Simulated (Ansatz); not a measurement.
ClH$_{3}$NO$_{2}$Ta (`[NH]=[Ta]([OH])([OH])[Cl]`), relaxed with RKS PBE-D4/def2-SVP in Ansatz from a rough embedded geometry. The force threshold is 0.03 eV/Å; the program also tests the step.

The species carries charge 0 and has multiplicity 1. Ta: def2 effective core potential.

Start:

```xyz
8

N    -1.450    0.291   -1.186
Ta   -0.239   -0.216    0.250
O     1.065   -1.689   -0.487
O     0.916    1.411    0.860
Cl   -1.505   -1.135    2.230
H    -2.241    1.020   -0.983
H     1.877   -1.233   -0.841
H     1.577    1.550    0.157
```

Problem. By how much does the energy fall, and how many steps does the optimiser take? (An estimate is asked.)

Solution. Ansatz gave: 53.60 kcal/mol, in 10 steps.

Problem. Which bonds change most? (Best estimate.)

Solution. Ansatz gave: Ta2–O3 from 2.101 to 1.916 Å; Ta2–Cl5 from 2.524 to 2.345 Å; Ta2–O4 from 2.086 to 1.916 Å; N1–Ta2 from 1.946 to 1.778 Å.

Problem. Give the relaxed structure. (An estimate is asked.)

Solution. The calculation gave: 
```xyz
8

N    -1.165    0.392   -0.864
Ta   -0.025   -0.181    0.375
O     1.108   -1.508   -0.416
O     1.053    1.302    0.933
Cl   -1.256   -1.063    2.164
H    -1.848    0.710   -1.552
H     1.107   -1.889   -1.311
H     1.026    2.238    0.671
```
